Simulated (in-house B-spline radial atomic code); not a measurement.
The numbers below are computed, except where a source is named.
**Making a Troullier-Martins s channel for Mn, r_c = 2.55 bohr**

Mn, [Ar] 3d5 4s2, non-relativistic PBE, spherical and spin-unpolarised, from a B-spline radial code for spherical atoms (atomic units). The all-electron 4s level is ε = -0.184815 hartree, its outermost node lies just inside 1.07 bohr and its outer maximum at 2.55 bohr.

Inside r_c the pseudo-orbital is u(r) = r^1 exp(p(r)), with p = c0 + c2 r² + c4 r⁴ + … + c12 r¹². The seven coefficients follow from p and its first four derivatives at r_c, from zero curvature of the screened potential at the origin, c4 = −c2²/(2l + 5), and from the norm inside r_c. At r_c the all-electron orbital has P = 0.6164479, P' = -0.002694717, the screened potential V = -0.4441316, V' = 0.3420781, V'' = -0.4082778, and the norm inside is Q = 0.3556446.

Q: What are p, p' and p'' at r_c?

A: p = ln(P/r_c^1) = ln(0.6164479/2.55) = -1.41987. p' = P'/P − 1/r_c = -0.00437 − 0.39216 = -0.39653. The radial equation gives p'' = 2(V − ε) − 2(1) p'/r_c − p'² = -0.51863 − (-0.31100) − 0.15723 = -0.36487. Differentiating, p''' = 2V' + 2(1)p'/r_c² − 2(1)p''/r_c − 2p'p'' = 0.559, and p'''' = 2V'' − 4(1)p'/r_c³ + 4(1)p''/r_c² − 2(1)p'''/r_c − 2p''² − 2p'p''' = -1.2067.

For a trial c2 the five matching conditions are linear in c0, c6, c8, c10 and c12, and c2 is varied until the norm inside r_c equals Q. The root nearest zero gives:

```json
{"n": "0", "c_n": "-2.104955"}
{"n": "2", "c_n": "0.4591544"}
{"n": "4", "c_n": "-0.04216455"}
{"n": "6", "c_n": "-0.01791933"}
{"n": "8", "c_n": "0.004617183"}
{"n": "10", "c_n": "-0.0004223462"}
{"n": "12", "c_n": "1.407875e-05"}
```

Q: Check c4 and p(r_c), and find the screened pseudopotential at the origin.

A: −c2²/5 = -0.0421646, as listed. The terms c_n r_c^n are -2.10495, 2.98565, -1.78282, -4.92678, 8.25465, -4.90987, 1.06426, which sum to -1.41987. Inverting the radial equation, V_l(r) = ε + 1 p'/r + (p'' + p'²)/2, so V_l(0) = ε + (2l + 3) c2 = -0.184815 + 3 × (0.459154) = 1.1926 hartree, finite where the all-electron potential diverges.

Orbitals and screened potentials:

```csv
r (bohr),P,u,V all-electron,V pseudo
0.255,0.1197,0.03201,-48.62,1.19
0.638,-0.268,0.09296,-9.882,1.111
1.02,-0.03937,0.1886,-3.559,0.7368
1.402,0.2784,0.3308,-1.679,0.01018
1.785,0.4881,0.4876,-0.9487,-0.6106
2.168,0.5899,0.5893,-0.6155,-0.6427
2.55,0.6164,0.6164,-0.4441,-0.4441
```

Logarithmic derivatives P'/P at R = 2.85 bohr, for energies E around ε:

```
E − ε (hartree)  all-electron     pseudo
           -0.5      0.727857   0.723755
          -0.25      0.376296   0.374383
           -0.1     0.0979172  0.0974392
              0     -0.134409  -0.134408
            0.1     -0.424629  -0.425617
           0.25      -1.04787   -1.06027
            0.5      -3.72139   -4.03316
```

Q: With P(R) = 0.6030439 and a norm of 0.467903 inside R, what slope in energy does norm conservation fix?

A: d(P'/P)/dE = −2 × (norm inside R)/P(R)² = -2.5733 per hartree·bohr at E = ε, for both atoms, since orbital and norm agree at R. Differences over ±0.1 hartree give -2.6127 (all-electron) and -2.6153 (pseudo), which also hold third-order terms. Half a hartree below ε the two curves differ by -0.0041.
